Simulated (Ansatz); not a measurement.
# F6S: where a starting geometry ends

The starting geometry of this gas-phase triplet was optimised with GFN2-xTB as a singlet.

```yaml
atoms:
  - { symbol: F, position_ang: [-3.1595, -0.1828, -1.4024] }
  - { symbol: F, position_ang: [-1.3588, -0.5984, -2.6851] }
  - { symbol: F, position_ang: [-2.1381, 1.5015, -2.4869] }
  - { symbol: F, position_ang: [-1.9840, 1.3480, -0.2482] }
  - { symbol: F, position_ang: [-0.1835, 0.9325, -1.5298] }
  - { symbol: F, position_ang: [-1.2051, -0.7531, -0.4461] }
  - { symbol: S, position_ang: [-1.6713, 0.3745, -1.4665] }
```

Predict what becomes of its bonds when it is optimised with B3LYP/6-31G*.

It loosens into F5S + F, which stay close as a complex. Contacts that open: F1–S7 (1.59 → 2.70 Å).

The energy falls by 3.65 eV over 22 steps:

```tsv
step	E − E(last) (eV)
1	3.646
3	1.719
6	1.695
8	1.675
10	1.229
13	0.389
15	0.097
17	0.005
20	0.000
22	0.000
```

Final geometry (Å):

```yaml
atoms:
  - { symbol: F, position_ang: [-3.6215, -1.0241, -0.8448] }
  - { symbol: F, position_ang: [-1.2935, -0.4537, -2.8525] }
  - { symbol: F, position_ang: [-1.7761, 1.8118, -2.6496] }
  - { symbol: F, position_ang: [-1.9402, 1.5653, -0.3434] }
  - { symbol: F, position_ang: [-0.0355, 0.8700, -1.4432] }
  - { symbol: F, position_ang: [-1.4538, -0.7174, -0.5314] }
  - { symbol: S, position_ang: [-1.5798, 0.5704, -1.6001] }
```

No frequencies were run, so the end isn't proven a minimum. Open shells are spin-unrestricted. The triplet needn't be the ground state. Run with Ansatz 0.2.0, 2.7 min on 2 threads of Arm Neoverse V1, on a shared host.
